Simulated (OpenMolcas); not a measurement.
A run on Ni2+ with its 8 nearest fluoride ions at 2.212 Å, on the Ca site of CaF2 (a = 5.46294 Å, distance in the model lattice 2.366 Å). The rest of the host is ab initio model potentials to 7.6 Å and point charges beyond; the distance is set by hand and nothing relaxes. Ligand basis ANO-RCC-VDZP.
```
Ni    0.0000    0.0000    0.0000
F     1.2771    1.2771    1.2771
F     1.2771    1.2771   -1.2771
F     1.2771   -1.2771    1.2771
F     1.2771   -1.2771   -1.2771
F    -1.2771    1.2771    1.2771
F    -1.2771    1.2771   -1.2771
F    -1.2771   -1.2771    1.2771
F    -1.2771   -1.2771   -1.2771
```

- Program: OpenMolcas
- Method: SS-CASPT2, IPEA 0.25 Eh, imaginary shift 0.1 Eh (closed shells correlated: 3s 3p and the ligand valence shells)
- Basis: ANO-RCC-VTZP [6s5p3d2f1g]
- Scalar Hamiltonian: DKH2, point nucleus
- Active space: 8 electrons in 5 orbitals (3d)
- State averaging: 2S+1 = 3 even, 10 roots; 2S+1 = 1 even, 15 roots
- Spin-orbit coupling: RASSI with atomic mean-field integrals over the reference wave functions

171 basis functions. Blocks (2S+1, parity, CSFs, roots kept): 3, even, 10, 10; 1, even, 15, 15.

Q: How long do the CASPT2 steps take on 1 thread of Arm Neoverse V2, with other jobs on the host?

A: About 2.7 min of wall time, without the integral step.
